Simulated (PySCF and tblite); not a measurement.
The numbers below are computed, except where a source is named.
System: 2-chloro-2,3-dimethylbutane, C₆H₁₃Cl, numbered as in [CH3:1][CH:2]([CH3:3])[C:4]([CH3:5])([CH3:6])[Cl:7].

Motion: rotation about the C2–C4 bond (torsion C1–C2–C4–C5 from -53° to -180°, falling). GFN2-xTB gives an electronic barrier of 4.8 kcal/mol and a reaction energy of 0.2 kcal/mol.

BP86/pcSseg-1 + D3(BJ) on GFN2-xTB geometries gives 7.0 kcal/mol and k(298 K) = 7.7×10⁶ s⁻¹.

(1) What does BHandHLYP/pcSseg-1 + D3(BJ) give on GFN2-xTB geometries?

Programs: tblite and PySCF.

Results:

(1) A barrier of 7.5 kcal/mol, 0.5 above the first DFT barrier (from unrounded values), a reaction energy of 0.0 kcal/mol and, with GFN2-xTB thermal terms, ΔG‡(298 K) = 8.5 kcal/mol and k = 3.6×10⁶ s⁻¹ (1 equivalent path).
